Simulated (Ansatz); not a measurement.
Harmonic vibrations of C$_{2}$H$_{6}$CuN, SMILES `C[N](C)[Cu]` by finite differences.

```yaml
crystal:
  periodic: [false, false, false]
  atoms:
    - {symbol: C, position_ang: [-0.202962, 1.019330, -0.586969]}
    - {symbol: N, position_ang: [-0.357381, -0.400304, -0.391549]}
    - {symbol: C, position_ang: [0.575026, -0.876560, 0.599001]}
    - {symbol: Cu, position_ang: [-2.084209, -1.008787, -0.231486]}
    - {symbol: H, position_ang: [-0.888398, 1.386814, -1.354669]}
    - {symbol: H, position_ang: [-0.351421, 1.630651, 0.321185]}
    - {symbol: H, position_ang: [0.822682, 1.229500, -0.936137]}
    - {symbol: H, position_ang: [0.483652, -1.956773, 0.736917]}
    - {symbol: H, position_ang: [0.481377, -0.398779, 1.590692]}
    - {symbol: H, position_ang: [1.604730, -0.676293, 0.256014]}
basis:
  gaussian: {orbitals: def2-TZVP}
hamiltonian: {xc: pbe0, dispersion: d4}
phonons: {temperatures: {t_min: 298.15, t_max: 900, t_step: 200}}
```

```sh
$ ansatz run in.yaml --threads 4 --pin off --events-out ev --progress --plain
```

It prints (some lines left out):

```
Functional definition: PBE0
mean field -48291.87701580 eV, -1774.6937469206 hartree, gradient 4.6e-5 eV, S^2 0.000000; 0 other end points of the search recorded, 0 dependent functions left out
mean field -48291.87684849 eV, -1774.6937407721 hartree, gradient 1.7e-6 eV, S^2 0.000000; 0 other end points of the search recorded, 0 dependent functions left out
mean field -48291.87685026 eV, -1774.6937408372 hartree, gradient 1.7e-6 eV, S^2 0.000000; 0 other end points of the search recorded, 0 dependent functions left out
mean field -48291.87689174 eV, -1774.6937423617 hartree, gradient 1.7e-6 eV, S^2 0.000000; 0 other end points of the search recorded, 0 dependent functions left out
mean field -48291.87685284 eV, -1774.6937409321 hartree, gradient 1.7e-6 eV, S^2 0.000000; 0 other end points of the search recorded, 0 dependent functions left out
mean field -48291.87684350 eV, -1774.6937405887 hartree, gradient 1.7e-6 eV, S^2 0.000000; 0 other end points of the search recorded, 0 dependent functions left out
mean field -48291.87685554 eV, -1774.6937410315 hartree, gradient 1.7e-6 eV, S^2 0.000000; 0 other end points of the search recorded, 0 dependent functions left out
mean field -48291.87691381 eV, -1774.6937431726 hartree, gradient 1.7e-6 eV, S^2 0.000000; 0 other end points of the search recorded, 0 dependent functions left out
mean field -48291.87689873 eV, -1774.6937426185 hartree, gradient 1.7e-6 eV, S^2 0.000000; 0 other end points of the search recorded, 0 dependent functions left out
mean field -48291.87689193 eV, -1774.6937423687 hartree, gradient 1.7e-6 eV, S^2 0.000000; 0 other end points of the search recorded, 0 dependent functions left out
mean field -48291.87688782 eV, -1774.6937422177 hartree, gradient 1.7e-6 eV, S^2 0.000000; 0 other end points of the search recorded, 0 dependent functions left out
mean field -48291.87694395 eV, -1774.6937442802 hartree, gradient 1.7e-6 eV, S^2 0.000000; 0 other end points of the search recorded, 0 dependent functions left out
mean field -48291.87694619 eV, -1774.6937443625 hartree, gradient 1.7e-6 eV, S^2 0.000000; 0 other end points of the search recorded, 0 dependent functions left out
mean field -48291.87687935 eV, -1774.6937419064 hartree, gradient 1.7e-6 eV, S^2 0.000000; 0 other end points of the search recorded, 0 dependent functions left out
mean field -48291.87685685 eV, -1774.6937410793 hartree, gradient 1.7e-6 eV, S^2 0.000000; 0 other end points of the search recorded, 0 dependent functions left out
mean field -48291.87682708 eV, -1774.6937399854 hartree, gradient 1.7e-6 eV, S^2 0.000000; 0 other end points of the search recorded, 0 dependent functions left out
mean field -48291.87684672 eV, -1774.6937407072 hartree, gradient 1.7e-6 eV, S^2 0.000000; 0 other end points of the search recorded, 0 dependent functions left out
mean field -48291.87687842 eV, -1774.6937418720 hartree, gradient 1.7e-6 eV, S^2 0.000000; 0 other end points of the search recorded, 0 dependent functions left out
mean field -48291.87685395 eV, -1774.6937409728 hartree, gradient 1.7e-6 eV, S^2 0.000000; 0 other end points of the search recorded, 0 dependent functions left out
mean field -48291.87694011 eV, -1774.6937441393 hartree, gradient 1.6e-6 eV, S^2 0.000000; 0 other end points of the search recorded, 0 dependent functions left out
mean field -48291.87700778 eV, -1774.6937466260 hartree, gradient 1.7e-6 eV, S^2 0.000000; 0 other end points of the search recorded, 0 dependent functions left out
mean field -48291.87699168 eV, -1774.6937460345 hartree, gradient 1.7e-6 eV, S^2 0.000000; 0 other end points of the search recorded, 0 dependent functions left out
mean field -48291.87702274 eV, -1774.6937471757 hartree, gradient 1.7e-6 eV, S^2 0.000000; 0 other end points of the search recorded, 0 dependent functions left out
mean field -48291.87701108 eV, -1774.6937467474 hartree, gradient 1.7e-6 eV, S^2 0.000000; 0 other end points of the search recorded, 0 dependent functions left out
mean field -48291.87701658 eV, -1774.6937469493 hartree, gradient 1.7e-6 eV, S^2 0.000000; 0 other end points of the search recorded, 0 dependent functions left out
mean field -48291.87696568 eV, -1774.6937450787 hartree, gradient 1.7e-6 eV, S^2 0.000000; 0 other end points of the search recorded, 0 dependent functions left out
mean field -48291.87696684 eV, -1774.6937451215 hartree, gradient 1.7e-6 eV, S^2 0.000000; 0 other end points of the search recorded, 0 dependent functions left out
mean field -48291.87699432 eV, -1774.6937461314 hartree, gradient 1.7e-6 eV, S^2 0.000000; 0 other end points of the search recorded, 0 dependent functions left out
mean field -48291.87698509 eV, -1774.6937457920 hartree, gradient 1.7e-6 eV, S^2 0.000000; 0 other end points of the search recorded, 0 dependent functions left out
mean field -48291.87695411 eV, -1774.6937446539 hartree, gradient 1.7e-6 eV, S^2 0.000000; 0 other end points of the search recorded, 0 dependent functions left out
mean field -48291.87696209 eV, -1774.6937449468 hartree, gradient 1.7e-6 eV, S^2 0.000000; 0 other end points of the search recorded, 0 dependent functions left out
mean field -48291.87700045 eV, -1774.6937463568 hartree, gradient 1.7e-6 eV, S^2 0.000000; 0 other end points of the search recorded, 0 dependent functions left out
mean field -48291.87699877 eV, -1774.6937462949 hartree, gradient 1.7e-6 eV, S^2 0.000000; 0 other end points of the search recorded, 0 dependent functions left out
mean field -48291.87698188 eV, -1774.6937456742 hartree, gradient 1.7e-6 eV, S^2 0.000000; 0 other end points of the search recorded, 0 dependent functions left out
mean field -48291.87697253 eV, -1774.6937453307 hartree, gradient 1.7e-6 eV, S^2 0.000000; 0 other end points of the search recorded, 0 dependent functions left out
mean field -48291.87694476 eV, -1774.6937443100 hartree, gradient 1.7e-6 eV, S^2 0.000000; 0 other end points of the search recorded, 0 dependent functions left out
mean field -48291.87694812 eV, -1774.6937444334 hartree, gradient 1.7e-6 eV, S^2 0.000000; 0 other end points of the search recorded, 0 dependent functions left out
mean field -48291.87693453 eV, -1774.6937439340 hartree, gradient 1.7e-6 eV, S^2 0.000000; 0 other end points of the search recorded, 0 dependent functions left out
mean field -48291.87692912 eV, -1774.6937437352 hartree, gradient 1.7e-6 eV, S^2 0.000000; 0 other end points of the search recorded, 0 dependent functions left out
mean field -48291.87700121 eV, -1774.6937463847 hartree, gradient 1.7e-6 eV, S^2 0.000000; 0 other end points of the search recorded, 0 dependent functions left out
mean field -48291.87699147 eV, -1774.6937460266 hartree, gradient 1.7e-6 eV, S^2 0.000000; 0 other end points of the search recorded, 0 dependent functions left out
mean field -48291.87699085 eV, -1774.6937460037 hartree, gradient 1.7e-6 eV, S^2 0.000000; 0 other end points of the search recorded, 0 dependent functions left out
mean field -48291.87699719 eV, -1774.6937462368 hartree, gradient 1.7e-6 eV, S^2 0.000000; 0 other end points of the search recorded, 0 dependent functions left out
mean field -48291.87700304 eV, -1774.6937464519 hartree, gradient 1.7e-6 eV, S^2 0.000000; 0 other end points of the search recorded, 0 dependent functions left out
mean field -48291.87699638 eV, -1774.6937462072 hartree, gradient 1.7e-6 eV, S^2 0.000000; 0 other end points of the search recorded, 0 dependent functions left out
mean field -48291.87691003 eV, -1774.6937430339 hartree, gradient 1.7e-6 eV, S^2 0.000000; 0 other end points of the search recorded, 0 dependent functions left out
mean field -48291.87692037 eV, -1774.6937434139 hartree, gradient 1.7e-6 eV, S^2 0.000000; 0 other end points of the search recorded, 0 dependent functions left out
mean field -48291.87700107 eV, -1774.6937463796 hartree, gradient 1.7e-6 eV, S^2 0.000000; 0 other end points of the search recorded, 0 dependent functions left out
mean field -48291.87699721 eV, -1774.6937462376 hartree, gradient 1.7e-6 eV, S^2 0.000000; 0 other end points of the search recorded, 0 dependent functions left out
mean field -48291.87700253 eV, -1774.6937464331 hartree, gradient 1.7e-6 eV, S^2 0.000000; 0 other end points of the search recorded, 0 dependent functions left out
mean field -48291.87699507 eV, -1774.6937461590 hartree, gradient 1.7e-6 eV, S^2 0.000000; 0 other end points of the search recorded, 0 dependent functions left out
mean field -48291.87698343 eV, -1774.6937457311 hartree, gradient 1.7e-6 eV, S^2 0.000000; 0 other end points of the search recorded, 0 dependent functions left out
mean field -48291.87698821 eV, -1774.6937459067 hartree, gradient 1.7e-6 eV, S^2 0.000000; 0 other end points of the search recorded, 0 dependent functions left out
mean field -48291.87694149 eV, -1774.6937441901 hartree, gradient 1.7e-6 eV, S^2 0.000000; 0 other end points of the search recorded, 0 dependent functions left out
mean field -48291.87693578 eV, -1774.6937439800 hartree, gradient 1.7e-6 eV, S^2 0.000000; 0 other end points of the search recorded, 0 dependent functions left out
mean field -48291.87693756 eV, -1774.6937440456 hartree, gradient 1.7e-6 eV, S^2 0.000000; 0 other end points of the search recorded, 0 dependent functions left out
mean field -48291.87692603 eV, -1774.6937436217 hartree, gradient 1.7e-6 eV, S^2 0.000000; 0 other end points of the search recorded, 0 dependent functions left out
mean field -48291.87699653 eV, -1774.6937462126 hartree, gradient 1.7e-6 eV, S^2 0.000000; 0 other end points of the search recorded, 0 dependent functions left out
mean field -48291.87700199 eV, -1774.6937464132 hartree, gradient 1.7e-6 eV, S^2 0.000000; 0 other end points of the search recorded, 0 dependent functions left out
mean field -48291.87699273 eV, -1774.6937460729 hartree, gradient 1.7e-6 eV, S^2 0.000000; 0 other end points of the search recorded, 0 dependent functions left out
mean field -48291.87698952 eV, -1774.6937459549 hartree, gradient 1.7e-6 eV, S^2 0.000000; 0 other end points of the search recorded, 0 dependent functions left out
Total energy: -48292.03852215 eV, -1774.6996821698 hartree
Atom 0 at    -0.202962     1.019330    -0.586969 Å, force    -0.000039    -0.000613    -0.000088 eV/Å
Atom 1 at    -0.357381    -0.400304    -0.391549 Å, force     0.000327     0.000611     0.000712 eV/Å
Atom 2 at     0.575026    -0.876560     0.599001 Å, force    -0.000290     0.000065    -0.000518 eV/Å
Atom 3 at    -2.084209    -1.008787    -0.231486 Å, force     0.000273     0.000105    -0.000009 eV/Å
Atom 4 at    -0.888398     1.386814    -1.354669 Å, force    -0.000241     0.000244    -0.000286 eV/Å
Atom 5 at    -0.351421     1.630651     0.321185 Å, force    -0.000030    -0.000134     0.000093 eV/Å
Atom 6 at     0.822682     1.229500    -0.936137 Å, force     0.000056     0.000025    -0.000006 eV/Å
Atom 7 at     0.483652    -1.956773     0.736917 Å, force     0.000036    -0.000426     0.000127 eV/Å
Atom 8 at     0.481377    -0.398779     1.590692 Å, force    -0.000124     0.000105    -0.000036 eV/Å
Atom 9 at     1.604730    -0.676293     0.256014 Å, force     0.000033     0.000018     0.000010 eV/Å
Dipole moment:    -0.528277    -0.165425     0.082095 e Å
Vibrations: 198.54 206.41 268.13 285.10 340.02 532.05 974.17 1067.04 1100.07 1144.61 1212.16 1243.04 1424.12 1443.59 1457.74 1469.77 1489.11 1502.41 2925.05 2927.81 2960.06 2966.92 3092.88 3093.64 cm⁻¹, zero-point energy 2.189836 eV
```

It took 110 s on 4 threads of a server CPU on a shared host, with 0.5 GiB of host memory at the peak.
